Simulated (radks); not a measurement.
Excited configurations of Ho: one electron is placed in a higher orbital outside [Xe] 4f11 6s1. The ground configuration is [Xe] 4f11 6s2. All-electron calculation, scalar-relativistic Kohn-Sham, PBE, spin-polarised, spherical densities, point nucleus; open shells are filled with parallel spins first (spin-orbit coupling, left out, can overturn this in heavy ions). Program: a radial shooting solver on a logarithmic mesh with Libxc functionals. Excitation = E - E(ground); binding = E(ion) - E, where the ion is the core of charge +1; n* = 1/sqrt(2 binding) in atomic units, and the quantum defect is n - n*.

| outer orbital | excitation (eV) | binding (eV) | n* | quantum defect | <r> (bohr) |
|---|---|---|---|---|---|
| 5d | 2.206 | 3.858 | 1.878 | 3.122 | 3.815 |
| 5f | 5.083 | 0.981 | 3.723 | 1.277 | 16.24 |
| 6p | 2.192 | 3.872 | 1.875 | 4.125 | 5.368 |
| 6d | 4.514 | 1.550 | 2.963 | 3.037 | 11.38 |
| 6f | 5.366 | 0.698 | 4.415 | 1.585 | 27.38 |
| 7p | 4.360 | 1.703 | 2.826 | 4.174 | 12.38 |
| 7d | 5.076 | 0.988 | 3.711 | 3.289 | 20.72 |

The Delta-SCF ionisation energy is 6.064 eV (NIST Atomic Spectra Database: 6.022 eV, measured). Self-interaction in the functional shifts the binding energies and quantum defects, so they are the method's values and not measured ones. Open shells are spherical and high-spin; term and fine-structure splittings are not resolved. Spin-orbit splitting is averaged out at the scalar-relativistic level.
